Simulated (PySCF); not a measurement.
B3LYP has the VWN-RPA correlation part, as in Gaussian. Excitations are Tamm–Dancoff values on a coarser integration grid. The basis has no diffuse functions, so Rydberg states are missing or too high.

Cartesian coordinates (Å):
```xyz
5

S      1.1815    -0.7825    -0.0695
B     -0.4629    -0.0722    -0.0060
Cl    -0.7493     1.6538     0.1393
Cl    -1.8264    -1.1736    -0.0966
H      1.8572     0.3745     0.0328
```
Charge 0, multiplicity 1.

Question: Give the S1–T1 gap (TDA), total energy, brightest of the four lowest singlets (TDA), S1 excitation (TDA) and T1 excitation (TDA) at the level B3LYP-D3(BJ)/def2-TZVP run with PySCF.

Answer: 
```json
{
  "S1–T1 gap (TDA)": "1.26 eV",
  "total_energy": "-1344.2637 Ha",
  "brightest of the four lowest singlets (TDA)": "6.19 eV",
  "S1 excitation (TDA)": "6.06 eV",
  "T1 excitation (TDA)": "4.81 eV"
}
```
